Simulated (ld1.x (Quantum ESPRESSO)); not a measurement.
# Logarithmic derivatives: phosphorus (P), ultrasoft

| Quantity | Value |
| --- | --- |
| Element | phosphorus (P) |
| Generator | ld1.x (Quantum ESPRESSO) 7.5 |
| Type | ultrasoft |
| Functional | PW91 |
| Relativity | scalar-relativistic |
| Frozen core | [Ne] |
| Valence charge | 5 |
| Reference configuration | 3s2 3p3 |
| Partial waves | 3s (bound): rcut 1.30, rcutus 1.75 bohr; 3s channel at -0.65 Ry: rcut 1.30, rcutus 1.75 bohr; 3p (bound): rcut 1.60, rcutus 1.75 bohr; 3p channel at 0.05 Ry: rcut 1.60, rcutus 1.75 bohr; 3d channel at 0.35 Ry: rc 1.75 bohr |
| Local potential | the d channel |
| Core correction | Bessel-smoothed model core inside 1.05 bohr |
| Augmentation charge | built from norm-conserving waves at rcut, not smoothed further |

The phase is arctan(r·u′/u) with u = r·R(r), unwrapped; energies in Ry, scanned from -3 to 5 Ry. A pole is an energy at which the radial function vanishes at the test radius. The pseudo phase is shifted by a multiple of π to meet the all-electron one at the reference energy, and phase errors are pseudo minus all-electron; the curves can meet again beyond the range given. Levels narrower than the energy grid can be missing from the lists of poles.

Problem. For each channel, where are the poles, and over which energies does the pseudopotential scatter like the atom?

Solution.

```csv
channel,radius (bohr),reference energy (Ry),"poles, all-electron","poles, pseudo",unbroken range about the reference energy with phases within 0.05 rad,phase error 1 Ry above the reference energy (rad)
s,1.89,-1.03,1.83,1.83,the whole range,+0.000
p,1.89,-0.41,2.90,2.92,the whole range,+0.000
d,1.89,0.35,3.72,3.85,the whole range,+0.006
```

Phases in the s channel:

| E (Ry) | all-electron | pseudo |
| --- | --- | --- |
| -3.00 | 1.058 | 1.057 |
| -2.76 | 1.002 | 1.001 |
| -2.52 | 0.928 | 0.928 |
| -2.28 | 0.829 | 0.828 |
| -2.04 | 0.689 | 0.689 |
| -1.80 | 0.490 | 0.489 |
| -1.56 | 0.208 | 0.208 |
| -1.32 | -0.145 | -0.146 |
| -1.08 | -0.503 | -0.503 |
| -0.84 | -0.791 | -0.791 |
| -0.60 | -0.997 | -0.997 |
| -0.36 | -1.141 | -1.141 |
| -0.12 | -1.244 | -1.244 |
| 0.12 | -1.320 | -1.320 |
| 0.36 | -1.379 | -1.379 |
| 0.60 | -1.426 | -1.425 |
| 0.84 | -1.464 | -1.464 |
| 1.08 | -1.496 | -1.495 |
| 1.32 | -1.523 | -1.523 |
| 1.56 | -1.547 | -1.547 |
| 1.80 | -1.569 | -1.568 |
| 2.04 | -1.588 | -1.587 |
| 2.28 | -1.606 | -1.605 |
| 2.52 | -1.623 | -1.622 |
| 2.76 | -1.639 | -1.638 |
| 3.00 | -1.655 | -1.654 |
| 3.24 | -1.670 | -1.669 |
| 3.48 | -1.685 | -1.684 |
| 3.72 | -1.701 | -1.700 |
| 3.96 | -1.717 | -1.716 |
| 4.20 | -1.733 | -1.732 |
| 4.44 | -1.751 | -1.750 |
| 4.68 | -1.770 | -1.769 |
| 4.92 | -1.790 | -1.790 |
